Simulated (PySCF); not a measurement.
Compound: isophosphinoline, C₉H₇P.
Numbering: `[cH:1]1[cH:2][cH:3][c:4]2[cH:5][p:6][cH:7][cH:8][c:9]2[cH:10]1`

NICS = −σ at a ghost point: NICS(0) at the centroid of the ring atoms, NICS(1) 1 Å to either side along the normal of their mean plane, zz for the tensor component along that normal. Level: GIAO PBE0/pcSseg-1 (PySCF, non-relativistic, gas phase) on the PBE0-D3(BJ)/def2-SVP geometry, one conformer.

Ring bond lengths (Å), with Mayer bond orders in brackets: C1–C2 1.413 (1.30), C2–C3 1.374 (1.56), C3–C4 1.423 (1.27), C4–C9 1.432 (1.22), C9–C10 1.418 (1.28), C10–C1 1.375 (1.54); C4–C5 1.417 (1.31), C5–P6 1.712 (1.47), P6–C7 1.762 (1.16), C7–C8 1.371 (1.59), C8–C9 1.422 (1.28), C9–C4 1.432 (1.22).

Task: What do the NICS probes read (ppm)?

Result: 
| ring | type | NICS(0) | NICS(1), two faces | NICS(1)zz, two faces | rms pucker (Å) | centre to ring atoms, mean (Å) |
| --- | --- | --- | --- | --- | --- | --- |
| C1–C2–C3–C4–C9–C10 | 6-membered carbocycle; formal bonds all aromatic | -8.9 | -11.8 / -11.8 | -29.1 / -29.1 | 0.00 | 1.41 |
| C4–C5–P6–C7–C8–C9 | 6-membered ring with P; formal bonds all aromatic | -7.4 | -10.7 / -10.7 | -26.2 / -26.2 | 0.00 | 1.51 |

Task: What can be read from them?

Result: 
- C1–C2–C3–C4–C9–C10: mean NICS(1)zz -29.1 ppm, shielded. For a flat ring without four-coordinate atoms the NICS criterion counts such a value as aromatic, though in fused rings the probe also feels the neighbouring ring.
- C4–C5–P6–C7–C8–C9: mean NICS(1)zz -26.2 ppm, shielded.

Task: And the bond-length index? HOMA = 1 − mean of α(R − Ropt)² over the ring bonds, with Krygowski's 1993 parameters (CC: Ropt 1.388 Å, α 257.7 Å⁻²; CP: Ropt 1.698 Å, α 118.91 Å⁻²).

Result: 
- C1–C2–C3–C4–C9–C10: HOMA 0.79 = 1 − EN − GEO, with mean bond length 1.406 Å, EN = α(Ropt − mean)² = 0.083 and GEO = α × variance = 0.132. The geometric and the magnetic index point the same way.
- C4–C5–P6–C7–C8–C9: HOMA 0.73; the largest term is that of C9–C4, α(R − Ropt)² = 0.49.

Task: At the first NICS(1) probe listed for ring C1–C2–C3–C4–C9–C10, 1 Å off the ring, what do the in-plane components average?

Result: The isotropic value is a third of the trace: (3 × -11.8 − (-29.1))/2 = -3.2 ppm.

Task: List the ring angles and the Hirshfeld charges of the ring atoms.

Result: 
- C1–C2–C3–C4–C9–C10: C1 120.0° (-0.046 e), C2 120.2° (-0.045 e), C3 121.4° (-0.044 e), C4 118.3° (+0.001 e), C9 118.8° (+0.001 e), C10 121.3° (-0.045 e); sum 720.0° against 720° for a flat convex ring.
- C4–C5–P6–C7–C8–C9: C4 121.5° (+0.001 e), C5 127.4° (-0.107 e), P6 100.1° (+0.083 e), C7 125.2° (-0.110 e), C8 124.7° (-0.039 e), C9 121.2° (+0.001 e); sum 720.0° against 720° for a flat convex ring.

Task: How shielded are the nuclei of the rings and their hydrogens (means over atoms taken as equivalent)?

Result: 
```
  atoms                  environment  σ isotropic (ppm)  principal values of the symmetric part, first atom (ppm)
     C1           aromatic CH carbon               51.9                                        -57.2, 38.5, 174.4
     C2           aromatic CH carbon               51.8                                        -57.3, 39.1, 173.7
     C3           aromatic CH carbon               50.3                                        -43.3, 41.3, 153.0
     C4  ring-fusion aromatic carbon               44.8                                       -30.3, -27.8, 192.5
     C5           aromatic CH carbon               13.6                                       -156.0, 34.0, 162.7
     P6     phosphorus bonded to 2 C              100.0                                      -186.5, -24.9, 511.3
     C7           aromatic CH carbon               31.7                                       -114.5, 31.9, 177.7
     C8           aromatic CH carbon               43.0                                        -62.7, 34.6, 157.2
     C9  ring-fusion aromatic carbon               47.6                                       -30.1, -19.9, 192.9
    C10           aromatic CH carbon               47.9                                        -53.0, 39.7, 157.0
H on C1            aromatic hydrogen              23.55                                          19.3, 24.5, 26.8
H on C2            aromatic hydrogen              23.51                                          19.3, 24.5, 26.7
H on C3            aromatic hydrogen              23.34                                          18.2, 23.9, 27.9
H on C5            aromatic hydrogen              21.63                                          18.3, 18.6, 27.9
```

The list is cut; further classes of hydrogen are left out.

Task: How do the values depend on the level or the medium?

Result: 
```
                       level  NICS(0), C1–C2–C3–C4–C9–C10  mean NICS(1)zz, C1–C2–C3–C4–C9–C10  NICS(0), C4–C5–P6–C7–C8–C9  mean NICS(1)zz, C4–C5–P6–C7–C8–C9
          PBE0/pcSseg-1, gas                         -8.9                               -29.1                        -7.4                              -26.2
          WP04/pcSseg-1, gas                         -9.1                               -28.0                        -7.5                              -25.4
PBE0/pcSseg-1, IEF-PCM water                         -8.7                               -29.4                        -7.2                              -26.1
```

The geometry is the same throughout; the continuum's cavity takes Bondi-type radii × 1.2.

The run took 40 s wall on one thread, Arm Neoverse V1 (aarch64), shared host with 32 logical CPUs at a one-minute load of 26, and the process peaked at 0.98 GiB of memory. This is the whole shielding run at PBE0/pcSseg-1, SCF included.
